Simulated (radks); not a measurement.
The numbers below are computed, except where a source is named.
Question: These are the eigenvalues of the occupied orbitals of an atom or ion with whole-number occupations (Ry). Level of theory: non-relativistic Kohn-Sham, TPSS, spin-polarised, spherical densities, point nucleus; meta-GGA in the generalised Kohn-Sham scheme (a radial shooting solver on a logarithmic mesh with Libxc functionals).

| orbital | eigenvalue |
|---|---|
| 1s | -1593.485 |
| 2s | -244.9192 |
| 2p | -228.2713 |
| 3s | -61.35623 |
| 3p | -54.79405 |
| 3d | -42.82976 |
| 4s | -24.48461 |

Which element is it, and in what charge state? The configuration may be excited. Open shells, if any, are filled with parallel spins first.

Answer: Z = 44, ruthenium, charge +14: Ru14+ in [Ar] 3d10 4s2. The list shows which subshells hold electrons but not how many an open one holds; the 1s level, -796.74 hartree, gives Z - s = 39.9 by -(Z - s)^2/2, which with screening narrows Z to a few neighbours, and the depths of the outer levels then fix element, charge and occupations together.
